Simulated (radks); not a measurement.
The numbers below are computed, except where a source is named.
Neutral thallium inside a hard spherical wall (all orbitals vanish at R), configuration held at [Hg] 6p1 and not refilled when levels cross. Code: a radial shooting solver on a logarithmic mesh with Libxc functionals. Model: scalar-relativistic Kohn-Sham, LDA (Slater exchange, VWN5 correlation), spin-polarised, spherical densities, finite nucleus; open shells are filled with parallel spins first (spin-orbit coupling, left out, can overturn this in heavy ions); Fermi nuclear charge, rms radius 5.4759 fm. Eigenvalues in eV for spin up, with the zero of energy where the potential of the charges vanishes at infinity; a dash marks a level that is unbound or too diffuse for the functional's potential to be trusted. A positive occupied level is held by the wall or, in an anion where self-interaction has pushed it up, behind a barrier. The pressure on the wall is -dE/dV.

R (bohr)  E (hartree)  kinetic (hartree)    e(5p)    e(5d)   e(6s)   e(6p)  e(7s, empty)  e(6d, empty)  pressure (GPa)
free      -20229.7788          22764.373  -76.239  -15.634  -9.978  -2.779        -0.484             -               0
15        -20229.7788          22764.373  -76.236  -15.632  -9.976  -2.777        -0.374         0.914        0.000120
12        -20229.7786          22764.375  -76.214  -15.610  -9.958  -2.758        -0.088         1.363         0.00271
10        -20229.7777          22764.381  -76.141  -15.538  -9.898  -2.687         0.511         2.017          0.0225
8         -20229.7724          22764.412  -75.887  -15.291  -9.697  -2.396         2.241         3.476           0.210
4         -20229.3030          22766.669  -70.296  -10.084  -3.914   7.079        36.443        24.473            97.8
2.5       -20223.9388          22788.701  -47.398   13.006  34.550  59.564        170.24        102.02            4410
2         -20212.2984          22832.250  -20.016   44.973  99.219  139.22        339.60        200.21           24400
1.5       -20164.1837          22994.518   58.395   141.34  310.41  378.76        797.44        467.13          201000
